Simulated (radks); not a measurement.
Task: Sr X, configuration [Ar] 3d8 4s1 4f2 (not the ground configuration). All-electron calculation, Dirac Kohn-Sham, BLYP, spin-unpolarised, spherical densities, point nucleus; open shells are shared between the two j in proportion to 2j + 1. Program: a radial shooting solver on a logarithmic mesh with Libxc functionals. Some entries of the table are withheld. Estimate them.

orbital      occ.  eigenvalue (eV)  <r^2> (bohr^2)  <1/r> (bohr^-1)
1s1/2           2        -16153.75        0.002066              (1)
2s1/2           2        -2373.541         0.03492            8.789
2p1/2           2        -2180.621         0.02661            8.760
2p3/2           4        -2112.026         0.02801            8.420
3s1/2           2        -528.5140          0.2641            3.013
3p1/2           2        -458.3409          0.2634            2.917
3p3/2           4        -447.0750          0.2736            2.836
3d3/2         3.2        -324.9645             (2)            2.654
3d5/2         4.8        -322.8859             (3)            2.634
4s1/2           1        -185.0470           1.411            1.234
4p1/2           0              (4)           1.564            1.161
4p3/2           0              (5)           1.607            1.140
4d3/2           0        -124.1316             (6)            1.003
4d5/2           0        -123.7464             (7)           0.9983
5s1/2           0         -93.0480           4.948           0.6576
4f5/2    0.857143         -88.6918           2.594           0.7686
4f7/2     1.14286         -88.6598           2.597           0.7679
5f5/2           0         -54.1108           9.178           0.4642
5f7/2           0         -54.0937           9.185           0.4639

Result: 
(1) 1s1/2 <1/r> (bohr^-1): 39.00
(2) 3d3/2 <r^2> (bohr^2): 0.2572
(3) 3d5/2 <r^2> (bohr^2): 0.2604
(4) 4p1/2 eigenvalue (eV): -162.5790
(5) 4p3/2 eigenvalue (eV): -160.2500
(6) 4d3/2 <r^2> (bohr^2): 1.989
(7) 4d5/2 <r^2> (bohr^2): 2.003
